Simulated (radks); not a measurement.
Results of a calculation; reference values are marked as such.
The lithium anion Li- inside a hard spherical wall (all orbitals vanish at R), configuration held at [He] 2s2 and not refilled when levels cross. Code: a radial shooting solver on a logarithmic mesh with Libxc functionals. Model: scalar-relativistic Kohn-Sham, LDA (Slater exchange, Perdew-Wang correlation), spin-polarised, spherical densities, finite nucleus; Fermi nuclear charge, rms radius 2.444 fm. Eigenvalues in eV for spin up, with the zero of energy where the potential of the charges vanishes at infinity; a dash marks a level that is unbound or too diffuse for the functional's potential to be trusted. A positive occupied level is held by the wall or, in an anion where self-interaction has pushed it up, behind a barrier. The pressure on the wall is -dE/dV.

| R (bohr) | E (hartree) | kinetic (hartree) | e(1s) | e(2s) | e(2p, empty) | e(3d, empty) | pressure (GPa) |
|---|---|---|---|---|---|---|---|
| 8 | -7.31497 | 7.414 | -43.005 | 2.980 | 4.859 | 8.380 | 0.967 |
| 7 | -7.27870 | 7.504 | -41.721 | 3.971 | 6.072 | 10.570 | 2.33 |
| 6 | -7.20974 | 7.663 | -39.861 | 5.608 | 7.964 | 13.946 | 6.20 |
| 4 | -6.74034 | 8.631 | -32.535 | 14.658 | 16.950 | 29.780 | 73.9 |
| 3.5 | -6.40927 | 9.274 | -29.109 | 20.423 | 21.919 | 38.466 | 164 |
| 1.5 | 3.67855 | 25.408 | 16.544 | 171.54 | 118.19 | 202.59 | 20300 |
